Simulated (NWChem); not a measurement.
A series in which one site is exchanged, each optimised at PBE0/def2-SVP with NWChem, gas phase unless a solvent is named. def2 effective core potentials on Rb, Ag; no spin-orbit coupling.

A: [F][Ag] (AgF; site = Ag)
B: [F][Rb] (RbF; site = Rb)
C: [F][Na] (NaF; site = Na)
D: [F][K] (KF; site = K)

| quantity | A | B | C | D |
|---|---|---|---|---|
| dipole (D), PBE0/def2-SVP | 5.33 | 8.42 | 7.32 | … |
| orbital gap (eV), PBE0/def2-SVP | 4.66 | 4.45 | 4.84 | … |
| vertical ionisation energy, ΔSCF, B3LYP/def2-SVP (eV) | 10.61 | 9.10 | 10.04 | … |
| lowest singlet excitation, B3LYP/def2-SVPD, TDA (eV) | 3.12 | 4.04 | 4.00 | … |

Problem. Fill in the missing entries.

Solution. 
- dipole (D), PBE0/def2-SVP, D: 7.78
- orbital gap (eV), PBE0/def2-SVP, D: 4.62
- vertical ionisation energy, ΔSCF, B3LYP/def2-SVP (eV), D: 9.35
- lowest singlet excitation, B3LYP/def2-SVPD, TDA (eV), D: 4.19
